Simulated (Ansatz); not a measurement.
Calculated with Ansatz (gas phase, PBE0-D4/def2-TZVP geometries, no zero-point term in ΔE). CCSD(T)/CBS adds triple-zeta CCSD(T) − MP2 to the extrapolated MP2 energy (def2 sets, frozen cores). This one scheme is used for every species. Functionals use def2-TZVPP. B3LYP here is the variant with VWN-RPA as its local correlation; programs differ in this. Each species was taken in one conformer, which may not be the lowest.

Reaction (formal exchange of groups at the Al–C bond): `B[CH2][Al]([OH])[Cl]` + `FCCCl` → `[OH][Al]([F])[Cl]` + `BCCCCl`

CCSD(T)/CBS gives -179.8 kJ/mol.

(1) Another level gave -165.9 kJ/mol. Which?
A. B3LYP/def2-TZVPP
B. MP2/def2-TZVPP
C. CCSD/def2-TZVPP
D. PBE/def2-TZVPP

Largest T1 diagnostic among the species: 0.011.

Results:

(1) A. B3LYP -165.9, MP2/def2-TZVPP -184.9, PBE -154.7, CCSD/def2-TZVPP -178.0 kJ/mol.

From PBE to PBE0 (25 % exact exchange), in def2-TZVPP and without D4, ΔE moves by −7.5 kJ/mol.

CCSD(T)/CBS has its own doubt, a few kJ/mol and more with outer-core shells, so smaller differences from it don't rank the levels.
